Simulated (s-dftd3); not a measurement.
ClMg (SMILES [Mg+][Cl]), charge +1, singlet, at a GFN2-xTB geometry (such geometries of metal compounds can be far from the true shape); D3(bj) for hf (s-dftd3).

The s-dftd3 input:
```
$ s-dftd3 mol.xyz --bj hf --json dftd3.json --noedisp --grad

# file mol.xyz
2

Mg    -0.00000000    -0.00000000    -1.21080290
Cl     0.00000000     0.00000000     0.85468440
```

Output, abridged:

```
-----------------------------------
 s i m p l e   D F T - D 3  v1.4.0
-----------------------------------

Rational (Becke-Johnson) damping: hf-D3(BJ)
---------------------
  s6         1.0000
  s8         0.9171
  s9         0.0000
  a1         0.3385
  a2         2.8830
 alp        14.0000
--------------------

Dispersion energy:      -1.5716034946519E-02 Eh

Gradient norm:           3.0154644332278E-03 Eh/a0
--------------------------------------------------
     #    Z           dE/dx      dE/dy      dE/dz
--------------------------------------------------
     1   12 Mg    0.000E+00  0.000E+00 -2.132E-03
     2   17 Cl    0.000E+00  0.000E+00  2.132E-03
--------------------------------------------------

Virial:
--------------------------------------------------
      component           x          y          z
--------------------------------------------------
          x       0.000E+00  0.000E+00  0.000E+00
          y       0.000E+00  0.000E+00  0.000E+00
          z       0.000E+00  0.000E+00  8.323E-03
--------------------------------------------------

[Info] JSON dump of results written to 'dftd3.json'
```
